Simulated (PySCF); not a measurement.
Solvent effects on NMR parameters

Numbering as in the mapped SMILES `[CH2:1]=[C:2]1[CH:3]=[C:4]([N:5]2[CH2:6][CH2:7][CH2:8][CH2:9]2)[C:10]1=[CH2:11]`. Each H is labelled by its parent atom. Ha(C11) is cis to C2; Ha(C1) is cis to C3; Hb(C11) is trans to C2; Hb(C1) is trans to C3.

GIAO PBE0/pcSseg-1 in PySCF 2.14 on one PBE0-D3(BJ)/def2-SVP conformer, non-relativistic, equivalent nuclei averaged. Solvents enter as an IEF-PCM continuum (chloroform with ε = 4.7, acetone with ε = 20.5) around the gas-phase geometry. Shifts are referred to TMS computed in the same medium.

In chloroform, δ in ppm: C4 160.7, C10 155.8, C2 154.5, C3 115.3, C11 99.0, C1 83.4, C6/C9 49.6, C7/C8 28.8, H(C3) 5.78, Hb(C11) 5.09, Ha(C11) 5.05, Hb(C1) 4.37, Ha(C1) 4.26, H(C6)/H(C9) 3.29. Dipole moment 5.32 D.

Q: How does each δ change in the more polar medium?

A: 
```csv
atoms,environment,"Δδ, acetone"
C4,alkene carbon bearing nitrogen,+0.8
C10,fully substituted alkene carbon,-0.1
C2,fully substituted alkene carbon,+0.7
C3,β carbon of an enol-ether or enamine type C=C,-0.3
C11,terminal =CH2 carbon,+1.1
C1,terminal =CH2 carbon,-0.9
C6/C9,sp3 CH2 bonded to N,+0.4
C7/C8,sp3 CH2 in a ring,+0.2
H(C3),hydrogen on a β carbon of an enol-ether or enamine type C=C,+0.04
Hb(C11),hydrogen on a terminal =CH2 carbon,+0.12
Ha(C11),hydrogen on a terminal =CH2 carbon,+0.06
Hb(C1),hydrogen on a terminal =CH2 carbon,-0.01
Ha(C1),hydrogen on a terminal =CH2 carbon,-0.01
H(C6)/H(C9),hydrogen on an sp3 CH2 bonded to N,+0.02
```

Changes are relative to chloroform. The dipole moment becomes 5.67 D in acetone.

Q: Which nuclei move most (in ppm), and what does the model miss?

A: C11 (terminal =CH2 carbon, +1.1 ppm) in acetone. A continuum only polarises the solute; specific hydrogen bonds, the anisotropy of aromatic solvents and changes of geometry or conformer are outside it.
